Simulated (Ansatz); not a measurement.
C3H8AlCl2N (`CC(C)[NH][Al]([Cl])[Cl]`). The species carries charge 0 and has multiplicity 1. The structure was optimised at the PBE0-D4/def2-TZVP level. It is one conformer, not always the lowest.

```xyz
15

C    -1.667   -0.428    0.095
C    -0.330    0.297    0.075
C    -0.063    1.002    1.397
N     0.755   -0.613   -0.264
Al    1.842   -0.566   -1.632
Cl    1.666    0.951   -3.051
Cl    3.314   -2.025   -1.847
H    -1.865   -0.903   -0.868
H    -1.667   -1.208    0.863
H    -2.486    0.260    0.317
H    -0.366    1.057   -0.714
H     0.882    1.547    1.362
H    -0.862    1.708    1.636
H    -0.005    0.274    2.213
H     0.854   -1.354    0.418
```

Question: What is the dipole moment at ωB97M-V/def2-TZVPP? (Estimate.)

Answer: Ansatz gave: 2.38 D, with components (-1.53, 0.04, 1.82) D in this frame, pointing from negative to positive charge.

Question: And with PBE, r2SCAN, B3LYP? (Best estimate.)

Answer: Ansatz gave: PBE 2.44 D, r2SCAN 2.48 D, B3LYP 2.43 D.

Question: Give the Mulliken charges with ωB97M-V, B3LYP, r2SCAN in def2-TZVPP. (Best estimate.)

Answer: The calculation gave: 
```csv
atom,ωB97M-V,B3LYP,r2SCAN
C1,-0.29,-0.24,-0.15
C2,-0.01,0.11,0.18
C3,-0.29,-0.24,-0.15
N4,-0.24,-0.25,-0.31
Al5,0.49,0.52,0.56
Cl6,-0.22,-0.25,-0.25
Cl7,-0.22,-0.25,-0.25
H8,0.11,0.09,0.05
H9,0.10,0.07,0.03
H10,0.10,0.07,0.04
H11,0.07,0.05,0.00
H12,0.11,0.08,0.05
H13,0.10,0.07,0.04
H14,0.10,0.07,0.03
H15,0.09,0.11,0.12
```

B3LYP here is the variant with VWN-RPA as its local correlation; programs differ in this.
